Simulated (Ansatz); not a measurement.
Isolated molecules relaxed with PBE0-D4/def2-TZVP in Ansatz; ΔE leaves out vibrations. CCSD(T)/CBS is the MP2 limit (def2-TZVPP, def2-QZVPP) plus CCSD(T) − MP2 in def2-TZVPP, frozen cores. This one scheme is used for every species. Double bonds are as drawn, so ΔE can hold a change between cis and trans. DFT in def2-TZVPP. Each species was taken in one conformer, which may not be the lowest.

`C=N/C([SiH3])=C\Cl` + H₂O → `C=N/C([SiH3])=C\O` + HCl  (formal hydrolysis of a C–Cl bond)

`C=N/C([SiH3])=C\Cl`:

```xyz
12

C    -1.398    1.095    1.161
N    -1.259    0.173    0.313
C    -0.003   -0.337    0.006
Si    0.649    0.048   -1.709
C     0.691   -1.167    0.789
Cl    0.182   -1.673    2.354
H    -0.557    1.554    1.692
H    -2.400    1.459    1.380
H     1.966   -0.620   -1.862
H     0.808    1.519   -1.854
H    -0.300   -0.434   -2.743
H     1.621   -1.618    0.472
```

H₂O:

Cartesian coordinates in Å:
```
O 0.205 -0.325 -0.063
H -0.721 -0.173 -0.260
H 0.516 0.497 0.323
```

`C=N/C([SiH3])=C\O`:

```xyz
13

C    -1.028    0.028   -1.924
N    -1.030   -0.506   -0.781
C    -0.063   -0.152    0.169
Si    0.918   -1.544    0.919
C     0.078    1.089    0.654
O    -0.651    2.143    0.212
H    -1.806   -0.250   -2.634
H    -0.278    0.758   -2.246
H     1.841   -0.962    1.931
H     1.719   -2.245   -0.120
H     0.029   -2.543    1.567
H     0.771    1.286    1.466
H    -0.501    2.898    0.785
```

HCl:

```xyz
2

Cl   -0.466    0.435    0.047
H     0.466   -0.435   -0.047
```

Problem. Is it downhill or uphill in electronic energy at CCSD(T)/CBS, and by how much? (Estimate.)

Solution. Ansatz gave: Uphill: ΔE = +15.6 kJ/mol.

Problem. What do these levels give: PBE-D4, r2SCAN-D4, ωB97M-V, B2PLYP, r2SCAN, MP2/def2-QZVPP? (Best estimate.)

Solution. Ansatz gave: PBE-D4 10.1, r2SCAN-D4 7.7, ωB97M-V 7.8, B2PLYP 9.2, r2SCAN 7.1, MP2/def2-QZVPP 21.3 kJ/mol.

Largest T1 diagnostic among the species: 0.013.

In def2-TZVPP, CCSD(T) changes the Hartree–Fock value by +11.2 kJ/mol (the triples alone add +2.2 kJ/mol) and MP2 by +19.1 kJ/mol. The D4 term adds +4.5 kJ/mol with B3LYP and +2.4 kJ/mol with PBE0; it sums over pairs of atoms, weighted by their polarisabilities, and B3LYP, whose exchange is more repulsive, gets the larger term.

B3LYP here is the variant with VWN-RPA as its local correlation; programs differ in this.
